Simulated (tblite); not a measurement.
Species: C₅H₅NO₂Si.
SMILES with atom numbers: `[N:1]#[C:2][c:3]1[cH:4][cH:5][c:6]([O:7][SiH3:8])[o:9]1` (hydrogens: H10 on C4; H11 on C5; H12, H13, H14 on Si8)

Computed geometry: GFN2-xTB, gas phase.

Some entries are withheld. Bonds in one row agree within 0.01 Å.

```tsv
coordinate	value
N1≡C2	?
C2–C3	1.398 Å
C3–C4	?
C4–C5	?
C5–C6	?
C6–O7	1.312 Å
O7–Si8	1.657 Å
C6–O9	1.339 Å
C3–O9	1.368 Å
C4–H10	1.071 Å
C5–H11	1.069 Å
Si8–H12, Si8–H13, Si8–H14	1.458 Å
N1–C2–C3	178.6°
C2–C3–C4	130.1°
C2–C3–O9	120.2°
C4–C3–O9	?
C3–C4–C5	106.5°
C4–C5–C6	?
C5–C6–O7	130.2°
C5–C6–O9	111.2°
O7–C6–O9	118.6°
C6–O7–Si8	?
C3–O9–C6	106.7°
```

Estimate the withheld lengths and angles.

- N1≡C2 = 1.148 Å, drawn triple (nitrile nitrogen to nitrile carbon); 0.25 Å below the sum of covalent radii, 1.40 Å.
- C3–C4 = 1.374 Å, aromatic (substituted aromatic carbon to aromatic CH carbon); 0.09 Å below the sum of covalent radii, 1.46 Å.
- C4–C5 = 1.408 Å, aromatic (both ends aromatic CH carbon); 0.05 Å below the sum of covalent radii, 1.46 Å.
- C5–C6 = 1.371 Å, aromatic (aromatic CH carbon to aromatic carbon bearing oxygen); 0.09 Å below the sum of covalent radii, 1.46 Å.
- C4–C3–O9 = 109.7°, at the substituted aromatic carbon, inside a 5-membered ring; the outer atoms are 2.242 Å apart.
- C4–C5–C6 = 105.8°, at the aromatic CH carbon, inside a 5-membered ring; the outer atoms are 2.217 Å apart.
- C6–O7–Si8 = 125.7°, at the silyl ether oxygen; the outer atoms are 2.646 Å apart.

Radii are Cordero's, carbon taken as 0.76, 0.73 or 0.69 Å for four, three, and two or fewer neighbours.

Its GFN2-xTB frequencies are all real (lowest 73 cm⁻¹). The numbers are those of one conformer (C5–C6–O7–Si8 -179°). 3 starts were optimised and ended at 0.00, 2.18 and 2.20 kcal/mol (GFN2-xTB); the lowest of these is shown.

Time: 0.48 s. Hardware: one thread, Intel Xeon 6975P-C (x86_64) (shared host). This is the geometry optimisation.
